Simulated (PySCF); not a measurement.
Job file and geometry (Å, from GFN2-xTB) of an NMR shielding run on `[SiH3]CC12C=CC(C=C1)C=C2`, C₉H₁₂Si, GIAO PBE0/pcSseg-1 NMR shielding, non-relativistic, gas phase in PySCF; density fitting, a coarse starting grid and PySCF grid level 2 are the driver's defaults:

```
{"job": {"kind": "nmr", "xc": "PBE0", "basis": "pcSseg-1"}, "charge": 0, "multiplicity": 1}
Si     2.925490     0.368841     0.497560
C      1.645964    -0.351532    -0.714872
C      0.186258    -0.176845    -0.325271
C     -0.788742    -0.774210    -1.332984
C     -2.061194    -0.630420    -1.009412
C     -2.273638     0.101982     0.300475
C     -1.471096    -0.680278     1.319683
C     -0.199515    -0.826501     0.992155
C     -1.534138     1.414086     0.139048
C     -0.262589     1.267401    -0.188245
H      2.760540     1.815944     0.644463
H      2.821834    -0.260890     1.815040
H      4.251574     0.092804    -0.061640
H      1.795496     0.104713    -1.697545
H      1.841686    -1.420186    -0.839807
H     -0.409585    -1.260332    -2.214138
H     -2.905384    -0.976325    -1.577893
H     -3.320966     0.221200     0.567984
H     -1.946944    -1.059329     2.205900
H      0.543550    -1.356478     1.559160
H     -2.049631     2.345822     0.285954
H      0.440620     2.059918    -0.366467
```

Q: What does the program print?

A: 
```
coarse grid: 18840 points
cycle   1  E = -638.8617599943  dE =  1.617e+00  |g| = 4.621e-01  |ddm| = 4.470e+00
cycle   2  E = -638.8564022907  dE =  5.358e-03  |g| = 4.957e-01  |ddm| = 1.200e+00
cycle   3  E = -638.9193252244  dE = -6.292e-02  |g| = 6.275e-02  |ddm| = 6.685e-01
cycle   4  E = -638.9196347083  dE = -3.095e-04  |g| = 4.966e-02  |ddm| = 1.237e-01
cycle   5  E = -638.9201985963  dE = -5.639e-04  |g| = 1.622e-02  |ddm| = 5.679e-02
cycle   6  E = -638.9202607287  dE = -6.213e-05  |g| = 4.177e-03  |ddm| = 1.850e-02
cycle   7  E = -638.9202648886  dE = -4.160e-06  |g| = 2.058e-04  |ddm| = 4.030e-03
final grid: 177264 points
cycle   8  E = -638.9806469434  dE = -7.703e-05  |g| = 8.655e-03  |ddm| = 9.568e-02
cycle   9  E = -638.9806370665  dE =  9.877e-06  |g| = 1.085e-02  |ddm| = 2.536e-02
cycle  10  E = -638.9806668363  dE = -2.977e-05  |g| = 1.052e-03  |ddm| = 1.474e-02
cycle  11  E = -638.9806669929  dE = -1.566e-07  |g| = 6.718e-04  |ddm| = 1.586e-03
cycle  12  E = -638.9806671014  dE = -1.084e-07  |g| = 1.859e-04  |ddm| = 7.214e-04
cycle  13  E = -638.9806671096  dE = -8.192e-09  |g| = 3.359e-05  |ddm| = 1.985e-04
cycle  14  E = -638.9806671098  dE = -2.481e-10  |g| = 7.655e-06  |ddm| = 4.199e-05
converged SCF energy = -638.9806671098

GIAO shielding tensors (ppm)
atom      isotropic    diamagn.    paramagn.     s11        s22        s33       span
  0 Si     428.178     878.459    -450.281    405.431    411.988    467.116     61.685
  1 C      171.113     244.750     -73.637    160.922    162.292    190.124     29.202
  2 C      129.012     246.039    -117.027    101.445    141.386    144.204     42.759
  3 C       28.325     248.854    -220.529   -101.415     54.738    131.653    233.068
  4 C       35.308     253.959    -218.651    -99.951     53.492    152.382    252.333
  5 C      132.506     254.009    -121.502    100.043    147.689    149.786     49.743
  6 C       34.207     253.044    -218.836   -100.256     50.796    152.082    252.338
  7 C       33.489     250.543    -217.053    -97.248     53.264    144.452    241.701
  8 C       34.214     253.039    -218.826   -100.233     50.792    152.081    252.314
  9 C       33.495     250.554    -217.059    -97.230     53.295    144.420    241.651
 10 H       27.649      28.419      -0.770     23.606     26.725     32.616      9.010
 11 H       27.648      28.419      -0.771     23.604     26.728     32.612      9.008
 12 H       27.771      27.536       0.235     24.410     25.358     33.546      9.136
 13 H       29.940      29.920       0.021     25.303     28.501     36.017     10.713
 14 H       29.942      29.924       0.019     25.300     28.507     36.020     10.720
 15 H       24.796      31.623      -6.828     21.599     23.773     29.015      7.416
 16 H       24.547      31.498      -6.950     23.275     23.415     26.952      3.677
 17 H       27.032      34.539      -7.508     24.791     24.875     31.430      6.639
 18 H       24.487      31.964      -7.477     23.111     23.344     27.007      3.896
 19 H       24.731      32.690      -7.959     21.342     23.369     29.483      8.141
 20 H       24.487      31.966      -7.479     23.110     23.344     27.006      3.897
 21 H       24.735      32.693      -7.958     21.348     23.369     29.488      8.140
```

Q: Turn these shieldings into chemical shifts. δ = σ(ref) − σ, references computed at the same level: 29Si (σ = 349.16 ppm) and 13C (σ = 186.93 ppm) and 1H (σ = 31.72 ppm) vs TMS.

A: Averaging equivalent atoms: Si 0: -79.0; C 3/7/9: 155.2; C 4/6/8: 152.3; C 2: 57.9; C 5: 54.4; C 1: 15.8; H 16/18/20: 7.21; H 15/19/21: 6.96; H 17: 4.69; H 10/11/12: 4.03; H 13/14: 1.78 ppm. 

Size and cost of the density-fitted run: 237 basis functions, 51 s wall time on 1 thread of an x86-64 server CPU, shared host.
